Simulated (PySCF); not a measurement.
C5H6O2.
Atom-mapped SMILES: `[OH:1][CH2:2][c:3]1[cH:4][cH:5][o:6][cH:7]1` (hydrogens: H8 on O1; H9, H10 on C2; H11 on C4; H12 on C5; H13 on C7)

Level: PBE0/pcSseg-1 and B3LYP/def2-SVPD in PySCF, non-relativistic, on one gas-phase PBE0-D3(BJ)/def2-SVP geometry that isn't relaxed in the solvent. The solvent is an IEF-PCM continuum (Bondi radii, 1.10 Å for H, scaled by 1.2). The model holds no explicit solvent molecules, cavitation or dispersion.

Gas phase at PBE0/pcSseg-1: HOMO -6.82 eV, LUMO 0.09 eV, dipole 1.62 D.

Problem. What does the continuum do to the energy, the frontier levels and the dipole at PBE0/pcSseg-1 in chloroform and dimethylsulfoxide?

Solution. 
| solvent | ε | E(solvent) − E(gas) (kcal/mol) | polarisation term (kcal/mol) | distortion of the solute (kcal/mol) | HOMO (eV) | LUMO (eV) | dipole (D) |
| --- | --- | --- | --- | --- | --- | --- | --- |
| chloroform | 4.711 | -4.85 | -5.19 | 0.34 | -6.75 | 0.16 | 1.87 |
| dimethylsulfoxide | 46.83 | -6.84 | -7.55 | 0.71 | -6.75 | 0.17 | 1.99 |

The first energy column is the sum of the next two and covers electrostatics alone. From chloroform to dimethylsulfoxide the lowering changes by a factor 1.41, Onsager's factor (ε − 1)/(2ε + 1) by 1.36 and ε itself by 9.9.

Problem. Which radius a makes the point-dipole formula ΔE = −[(ε − 1)/(2ε + 1)]·μ²/a³ give the value in dimethylsulfoxide, with the gas-phase dipole?

Solution. μ = 0.637 au and |ΔE| = 0.01089 Eh give a = 1.39 Å; the farthest nucleus lies 3.16 Å from the centroid of the nuclei, so such a sphere wouldn't even hold the nuclei. The formula assumes a rigid point dipole at the centre of a sphere.

Problem. Which Hirshfeld charges (PBE0/pcSseg-1) respond most in chloroform (means over atoms taken as equivalent)?

Solution. 
```csv
atoms,environment,gas (e),solvent (e),change
O1,alcohol oxygen,-0.237,-0.253,-0.016
H8,hydroxyl hydrogen,+0.158,+0.167,+0.009
O6,furan-type oxygen,-0.064,-0.073,-0.009
H11,aromatic hydrogen,+0.056,+0.063,+0.007
H12,aromatic hydrogen,+0.066,+0.072,+0.006
H13,aromatic hydrogen,+0.067,+0.072,+0.005
```

Problem. How do the nuclear quadrupole coupling constants eQVzz/h respond in chloroform?

Solution. 
```
  nucleus  Q (barn)  gas (MHz)  solvent (MHz)  η gas  η solvent
17O at O1   -0.0256      12.27          11.95   0.88       0.89
17O at O6   -0.0256      -8.61          -8.53   0.04       0.03
```

Gas phase at B3LYP/def2-SVPD: HOMO -6.66 eV, LUMO -0.35 eV, dipole 1.64 D.

Problem. What does the continuum do to the energy, the frontier levels and the dipole at B3LYP/def2-SVPD in chloroform and dimethylsulfoxide?

Solution. 
```csv
solvent,ε,E(solvent) − E(gas) (kcal/mol),polarisation term (kcal/mol),distortion of the solute (kcal/mol),HOMO (eV),LUMO (eV),dipole (D)
chloroform,4.711,-4.60,-5.04,0.44,-6.56,-0.23,1.96
dimethylsulfoxide,46.83,-6.55,-7.46,0.91,-6.54,-0.20,2.12
```

Problem. How does the static polarisability (B3LYP/def2-SVPD, frozen core, with the continuum's full static response) change?

Solution. 
```
           medium  isotropic (au)  principal values (au)  ⟨r²⟩ of the electrons (bohr²)
              gas            65.0       48.8, 68.0, 78.3                          750.9
       chloroform            80.2       60.0, 85.6, 95.1                          751.0
dimethylsulfoxide            87.6      66.5, 94.3, 102.0                          751.0
```

The isotropic value in dimethylsulfoxide is 1.35 times the gas-phase one; no cavity-field correction is applied. ⟨r²⟩ is taken about the centre of nuclear charge.

The run took about 40 s of CPU time (one thread, shared machine). This is the whole shielding run at PBE0/pcSseg-1 in dimethylsulfoxide, SCF included.

Conformer computed: `[OH:1][CH2:2][c:3]1[cH:4][cH:5][o:6][cH:7]1`: O1–C2–C3–C4 -81°, H–O1–C2–C3 50°.
